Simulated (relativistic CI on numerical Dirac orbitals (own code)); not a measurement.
## Cr+ in a cubic cluster: 3s photoemission with charge transfer

Computed with a charge-transfer multiplet model of a cubic metal-ligand cluster with up to 3 ligand holes, Slater and spin-orbit integrals from Dirac-Coulomb-Breit ions, Slater integrals scaled by 0.9. The ground state mixes d5 with configurations of k ligand holes L, whose averages lie at kΔ + k(k − 1)U_dd/2; a core hole lowers each added d electron by U_cd. 20 K, Lorentzian 1.4 eV and Gaussian 0.8 eV FWHM.

Atomic integrals in eV (Slater integrals scaled, ζ unscaled), ground: F2dd 7.466, F4dd 4.592, zeta_d 0.022; with the core hole: F2dd 8.821, F4dd 5.487, zeta_d 0.029, G2cd 9.296.

Cluster parameters (eV): Δ = 5.2, U_dd = 5.7, 10Dq = 0.65, 10Dq(ligand) = 1.4, V(eg) = 2.75, V(t2g) = -1.3, final-state hopping factor = 1.

```
         Case   n_d    d5   d6L  d7L2  d8L3     S
U_cd = 5.5 eV  5.27  0.75  0.24  0.02  0.00  2.50
U_cd = 6.7 eV  5.27  0.75  0.24  0.02  0.00  2.50
U_cd = 8.5 eV  5.27  0.75  0.24  0.02  0.00  2.50
```

Weights, n_d and S are thermal averages at 20 K. Binding energies count from the first peak over 30 % of the highest in each spectrum, which can be another peak from case to case. The parameters are a model scan and need not match a compound or its usual spin state. Peaks in eV (height, largest 100):
- U_cd = 5.5 eV: 0.0 (100), 5.5 (8), 7.9 (18), 10.1 (54), 17.6 (11)
- U_cd = 6.7 eV: 0.0 (100), 4.8 (9), 7.6 (25), 9.7 (50), 17.2 (18)
- U_cd = 8.5 eV: 0.0 (100), 3.9 (11), 7.6 (43), 9.2 (47), 16.8 (27), 22.0 (7)

For the case U_cd = 6.7 eV, Δ = 5.2 eV is smaller than U_dd = 5.7 eV, the charge-transfer side of the Zaanen-Sawatzky-Allen scheme. With the core hole the configuration with one ligand hole lies at Δ − U_cd = -0.3, -1.5, -3.3 eV from the one without, in the order of the table; where this is negative the screened configuration lies lower, though the effective hopping of about 4.3 eV (from the holes of the mixed ground state) mixes the two strongly wherever it is as large as the gap.

Without intra-shell correlation the exchange splitting of the 3s hole comes out too large.
